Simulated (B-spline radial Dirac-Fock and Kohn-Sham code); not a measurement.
Ge 4p3/2: cross section and angular parameters

System: the free germanium atom in the configuration [Ar] 3d10 4s2 4p2; threshold 5.87 eV (orbital energy of the model). These are calculated numbers from a radial B-spline solver; the model is Dirac-Hartree-Slater photoionisation with a Latter tail; cross sections with all multipoles, angular parameters from the dipole term and its interference with E2.

Input of the calculation (task.json; shells as n, l, electrons):

```json
{"items": [{
  "Z": 32,
  "q": 0,
  "cfg": [[1, 0, 2], [2, 0, 2], [2, 1, 6], [3, 0, 2], [3, 1, 6], [3, 2, 10], [4, 0, 2], [4, 1, 2]],
  "A": 74,
  "rrms": 4.0742,
  "do": "xps",
  "hv": [51.7, 55.6, 74.2, 83.7, 100, 102.0, 147.0, 150, 157.0, 158.0, 195.0, 334.0, 489.0, 767.0, 863.0, 917.0, 1486.9, 1860.0, 1900.0, 2010.0, 2984.4, 3990.0, 4170.0, 4590.0, 5414.7, 6000, 7090.0, 8047.8, 12200.0, 15000],
  "edges": {"K": 11103.0, "L1": 1414.6, "L2": 1248.1, "L3": 1217.0, "M1": 180.1, "M2": 124.9, "M3": 120.8}
}]}
```

Launch: `python xray2_run.py task.json out`

| hν (eV) | σ (kb) | β | γ | δ |
| --- | --- | --- | --- | --- |
| 51.7 | 40.7 | 0.194 | 0.048 | 0.005 |
| 55.6 | 34.8 | -0.010 | 0.015 | 0.009 |
| 74.2 | 24.7 | -0.080 | -0.013 | 0.022 |
| 83.7 | 23.1 | 0.132 | 0.022 | 0.022 |
| 100 | 21.2 | 0.477 | 0.086 | 0.018 |
| 102 | 21.0 | 0.513 | 0.092 | 0.017 |
| 147 | 16.8 | 1.047 | 0.153 | 0.007 |
| 150 | 16.5 | 1.070 | 0.154 | 0.006 |
| 157 | 16.0 | 1.119 | 0.153 | 0.005 |
| 158 | 15.9 | 1.126 | 0.153 | 0.005 |
| 195 | 13.3 | 1.312 | 0.131 | 0.001 |
| 334 | 7.36 | 1.574 | 0.022 | -0.001 |
| 489 | 4.22 | 1.647 | -0.022 | 0.000 |
| 767 | 1.91 | 1.661 | 0.019 | 0.003 |
| 863 | 1.52 | 1.655 | 0.048 | 0.004 |
| 917 | 1.35 | 1.651 | 0.066 | 0.004 |
| 1486.9 | 0.472 | 1.582 | 0.269 | 0.011 |
| 1860 | 0.277 | 1.533 | 0.395 | 0.016 |
| 1900 | ? | ? | ? | ? |
| 2010 | 0.228 | 1.514 | 0.442 | 0.018 |
| 2984.4 | 0.0818 | 1.396 | 0.700 | 0.035 |
| 3990 | 0.0366 | 1.292 | 0.898 | 0.053 |
| 4170 | 0.0323 | 1.275 | 0.928 | 0.057 |
| 4590 | 0.0245 | 1.236 | 0.994 | 0.065 |
| 5414.7 | 0.0151 | 1.168 | 1.107 | 0.081 |
| 6000 | 0.0111 | 1.123 | 1.176 | 0.092 |
| 7090 | 0.00665 | 1.049 | 1.283 | 0.114 |
| 8047.8 | 0.00448 | 0.990 | 1.362 | 0.133 |
| 12200 | 0.00117 | 0.793 | 1.595 | 0.210 |
| 15000 | 0.000587 | 0.693 | 1.691 | 0.260 |

Q: Give the values at 1900 eV.

A: σ = 0.263 kb, β = 1.528, γ = 0.408, δ = 0.017.
